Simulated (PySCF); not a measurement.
## Spinor energies of Ni (nickel, neutral)

Start: [Ar] 3d8 4s1 4p1; 3d3/2 filled at m_j = -1/2, +1/2, +3/2; 3d5/2 filled at m_j = -3/2, -1/2, +1/2, +3/2, +5/2; 4s1/2 filled at m_j = +1/2; 4p3/2 filled at m_j = +3/2. Calculated with PySCF 2.14 in x2c-SVPall-2c with one added diffuse shell each of s, d type (6s5p4d1f, 48 functions): generalised Hartree-Fock with the X2C-1e Hamiltonian and a Gaussian nucleus; one run each with spin-orbit coupling (SO) switched off, then screened by Boettger's factors. This is a chosen level, not necessarily the ground level.

```tsv
spinor shell	electrons	ε, spin-free (eV)	ε, screened SO (eV)	weight of nominal j (screened SO)	rms radius, screened SO (bohr)
1s1/2	2	-8399.8	-8399.7	1.000	0.0625
2s1/2	2	-1050.4	-1050.3	1.000	0.265
2p1/2	2	-900.00	-912.41	0.999	0.236
2p3/2	4	-900.00	-893.87	0.999	0.239
3s1/2	2	-135.80	-135.78	1.000	0.796
3p1/2	2	-89.640	-93.451	0.801	0.846
3p3/2	4	-89.640	-87.735	0.900	0.851
3d5/2	5	-18.558	-18.929	0.622	1.12
3d3/2	3	-18.558	-17.951	0.644	1.11
4s1/2	1	-9.643	-9.643	0.998	3.07
4p3/2	1	-4.028	-3.993	1.000	2.99
```

```csv
quantity,spin-free,screened SO
E (hartree),-1518.72013,-1518.74853
M_J,6,6
⟨J²⟩,42.015,42.015
⟨L²⟩,20.014,20.022
⟨S²⟩,6.001,5.999
```

Each row is a mean over spinors that exchange with the open shell spreads, by up to 10.980 eV (3p3/2).

Rows whose weight is well below 1 are mixtures of j = l ± 1/2: exchange outweighs spin-orbit coupling there, and the label is only the starting occupation.

Without spin-orbit coupling the j labels of p, d and f shells carry no meaning; the spin-free column gives the mean over the occupied spinors of each nl shell.
